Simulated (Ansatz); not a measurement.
CH6FGeNO (`[OH][GeH2][NH]CF`). The species carries charge 0 and has multiplicity 1. The geometry is a stationary point of PBE0-D4/def2-TZVP. It is one conformer, not always the lowest.

```xyz
11

O     0.356    0.997   -1.992
Ge    1.140    0.570   -0.456
N    -0.096    0.325    0.892
C    -0.857   -0.851    0.894
F    -1.685   -0.969   -0.248
H    -0.388    0.416   -2.170
H     1.877   -0.775   -0.565
H     2.025    1.771   -0.120
H    -0.633    1.144    1.140
H    -1.529   -0.895    1.753
H    -0.210   -1.732    0.872
```

Task: What is the dipole moment at ωB97M-V/def2-TZVPP? (Estimate.)

Result: Ansatz gave: 2.02 D, with components (0.27, -0.35, 1.97) D in this frame, pointing from negative to positive charge.

Task: And with PBE, r2SCAN, B3LYP? (Best estimate.)

Result: Ansatz gave: PBE 1.87 D, r2SCAN 1.95 D, B3LYP 2.03 D.

Task: Give the Mulliken charges with ωB97M-V, r2SCAN, B3LYP in def2-TZVPP. (Best estimate.)

Result: Computed: 
| atom | ωB97M-V | r2SCAN | B3LYP |
| --- | --- | --- | --- |
| O1 | -0.42 | -0.44 | -0.43 |
| Ge2 | 0.41 | 0.45 | 0.45 |
| N3 | -0.32 | -0.36 | -0.32 |
| C4 | 0.05 | 0.20 | 0.08 |
| F5 | -0.26 | -0.27 | -0.28 |
| H6 | 0.17 | 0.20 | 0.18 |
| H7 | 0.00 | -0.03 | -0.03 |
| H8 | 0.03 | 0.00 | 0.00 |
| H9 | 0.11 | 0.14 | 0.13 |
| H10 | 0.12 | 0.05 | 0.10 |
| H11 | 0.11 | 0.06 | 0.10 |

B3LYP here is the variant with VWN-RPA as its local correlation; programs differ in this.
